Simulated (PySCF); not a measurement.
SbMe3, C₃H₉Sb.
Bonds: Sb1–C2, Sb1–C6, Sb1–C10. Hydrogens: H3, H4, H5 on C2; H7, H8, H9 on C6; H11, H12, H13 on C10.

A GFN2-xTB structure was refined with PBE0-D3(BJ)/def2-SVP geometry optimisation, gas phase, def2 core potentials past Kr (PySCF). Its GFN2-xTB values:

```
coordinate  GFN2-xTB
    Sb1–C2   2.114 Å
    Sb1–C6   2.277 Å
     C2–H3   1.059 Å
 Sb1–C2–H3    109.5°
 C2–Sb1–C6     92.2°
  H3–C2–H4    103.9°
  H3–C2–H5    111.3°
```

**Question.** How do these coordinates change at the PBE0-D3(BJ)/def2-SVP level?

**Answer.** 
```tsv
coordinate	PBE0-D3(BJ)/def2-SVP (Å or °)	change
Sb1–C6	2.171	-0.106
Sb1–C2	2.172	+0.058
C2–H3	1.099	+0.040
H3–C2–H4	109.4	+5.5
H3–C2–H5	108.4	-2.9
C2–Sb1–C6	94.3	+2.1
Sb1–C2–H3	109.8	+0.3
```

The energy falls by 25.5 kJ/mol over 5 energy and gradient evaluations, the largest force component goes from 0.0295 to 3.9e-04 Eh/bohr, and the atoms move by 0.057 Å rms after alignment. The bond that changes most is Sb1–C6 (ends: antimony bonded to 3 C; carbon bonded to Sb and 3 H), which shortens by 0.106 Å. Bonds longer at the end by more than 0.005 Å: 8 of 12; shorter: 3. Rotational constants go from 3725, 3671, 3008 to 3728, 3715, 2973 MHz.

The run used 113 basis functions and 35 SCF cycles in all. Hardware: one thread, Intel Xeon Platinum 8488C (x86_64), no GPU, shared host with 96 logical CPUs at a one-minute load of 71. Cost: 33 s, 0.46 GiB resident at most.

No PBE0-D3(BJ)/def2-SVP frequencies stand behind this structure, so it isn't proved a minimum.
